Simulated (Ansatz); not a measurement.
A made-up structure of CH₃NSe, singlet:

```tsv
atom	x (Å)	y (Å)	z (Å)
N1	-0.2805	-0.6595	0.4250
C2	0.0799	0.5261	-0.3983
Se3	1.8497	1.4424	-0.4199
H4	-1.3068	-1.1222	0.3812
H5	0.4925	-1.1104	1.1133
H6	-0.8347	0.9236	-1.1013
```

It is relaxed with PBE-D4/def2-SVP and then PBE0-D4/def2-TZVP (Ansatz 0.2.0). Atoms count as bonded within 1.22 times the sum of their covalent radii (H–H: 0.88 Å). The end point is not checked to be a true minimum.

Question: Does its bonding change? (Judge from chemistry; the calculation decides.)

Answer: The calculation gives: No: no bond forms or breaks.

Where it ends: The first stage lowers the energy by 1.45 eV in 5 steps. It ends as CH₃NSe ([NH2][CH][Se]):
```json
{"atom": "N1", "x (Å)": "-0.2504", "y (Å)": "-0.5889", "z (Å)": "0.3795"}
{"atom": "C2", "x (Å)": "0.0714", "y (Å)": "0.4698", "z (Å)": "-0.3556"}
{"atom": "Se3", "x (Å)": "1.6515", "y (Å)": "1.2881", "z (Å)": "-0.3751"}
{"atom": "H4", "x (Å)": "-1.1667", "y (Å)": "-1.0019", "z (Å)": "0.3403"}
{"atom": "H5", "x (Å)": "0.4396", "y (Å)": "-0.9916", "z (Å)": "0.9941"}
{"atom": "H6", "x (Å)": "-0.7454", "y (Å)": "0.8246", "z (Å)": "-0.9832"}
```

Labels in which every atom is bracketed show which atoms are joined, not bond orders.

For scale, one of the runs: PBE0-D4/def2-TZVP relaxation, 128 basis functions, launched by `ansatz run in.yaml --threads 2 --pin off --events-out ev --progress --plain --max-ram 4352MiB`. Hardware: 2 CPU threads of an Arm Neoverse V1, shared host. Wall time about 17 s.
